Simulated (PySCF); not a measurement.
# Bonding in `C=CC[Si@@H]1[SiH2][SiH2][Si@@H]1C`

Species: C4H14Si4.
Numbering: `[CH2:1]=[CH:2][CH2:3][Si@@H:4]1[SiH2:5][SiH2:6][Si@@H:7]1[CH3:8]` (hydrogens: H9, H10 on C1; H11 on C2; H12, H13 on C3; H14 on Si4; H15, H16 on Si5; H17, H18 on Si6; H19 on Si7; H20, H21, H22 on C8)

Cartesian coordinates in Å at the PBE0-D3(BJ)/def2-SVP level; atoms count from 1:
```xyz
22
C4H14Si4 angstrom
C      3.1016   -0.2156    1.4976
C      2.4148   -1.1129    0.7851
C      0.9310   -1.1489    0.6419
Si     0.3607   -0.5185   -1.0710
Si     0.7702    1.8008   -1.1587
Si    -1.2670    2.0504    0.0105
Si    -1.9439   -0.0067   -0.9476
C     -3.1018   -1.1568   -0.0023
H      4.1936   -0.2288    1.5293
H      2.5948    0.5655    2.0742
H      2.9710   -1.8713    0.2189
H      0.4442   -0.5197    1.4062
H      0.5404   -2.1740    0.7639
H      0.9014   -1.3998   -2.1541
H      2.0252    2.3556   -0.5654
H      0.5974    2.3268   -2.5507
H     -2.0982    3.2756   -0.2024
H     -1.0345    1.8743    1.4824
H     -2.4710    0.2831   -2.3219
H     -4.0842   -0.6840    0.1486
H     -2.6807   -1.3978    0.9853
H     -3.2516   -2.0967   -0.5553
```

Bond orders from the PBE0/pcSseg-1 density (PySCF). Isolated species at its PBE0-D3(BJ)/def2-SVP geometry (one conformer only).

Task: How far do the computed orders between heavy atoms stray from the drawn ones?

Result: The largest departure is 0.160, at Si6–Si7 (drawn single, 0.840) and C3–Si4 (drawn single, 0.842). Drawn single, order below 0.88: C3–Si4 (0.842), Si4–Si5 (0.864), Si5–Si6 (0.845), Si6–Si7 (0.840) and Si7–Si4 (0.851).

Task: Set the Mayer orders of the bonds beside their lengths.

Result: 
```tsv
bond	drawn as	length (Å)	Mayer order
C1–C2	double	1.336	1.968
C2–C3	single	1.491	1.045
C3–Si4	single	1.912	0.842
Si4–Si5	single	2.357	0.864
Si5–Si6	single	2.362	0.845
Si6–Si7	single	2.368	0.840
Si7–C8	single	1.886	0.957
Si7–Si4	single	2.364	0.851
C1–H9	single	1.093	0.952
C1–H10	single	1.095	0.954
C2–H11	single	1.098	0.953
C3–H12	single	1.103	0.936
C3–H13	single	1.104	0.933
Si4–H14	single	1.497	0.943
Si5–H15	single	1.495	0.936
Si5–H16	single	1.498	0.911
Si6–H17	single	1.496	0.941
Si6–H18	single	1.500	0.904
Si7–H19	single	1.500	0.911
C8–H20	single	1.101	0.954
C8–H21	single	1.100	0.951
C8–H22	single	1.101	0.953
```

By pair of heavy elements: C–C: lowest C2–C3 (1.045, 1.491 Å), highest C1–C2 (1.968, 1.336 Å). C–Si: lowest C3–Si4 (0.842, 1.912 Å), highest Si7–C8 (0.957, 1.886 Å). Si–Si: lowest Si6–Si7 (0.840, 2.368 Å), highest Si4–Si5 (0.864, 2.357 Å).

Task: Sum the orders of all bonds at each heavy atom with more than one neighbour and set the sums beside the valence in the SMILES.

Result: C1 3.874 (drawn 4), C2 3.966 (drawn 4), C3 3.756 (drawn 4), Si4 3.500 (drawn 4), Si5 3.556 (drawn 4), Si6 3.530 (drawn 4), Si7 3.559 (drawn 4), C8 3.815 (drawn 4). Orders between atoms that aren't bonded are not in these sums.

The Mayer order sums products of elements of PS (density times overlap matrix) between the two atoms' basis functions, so it depends on the basis set.
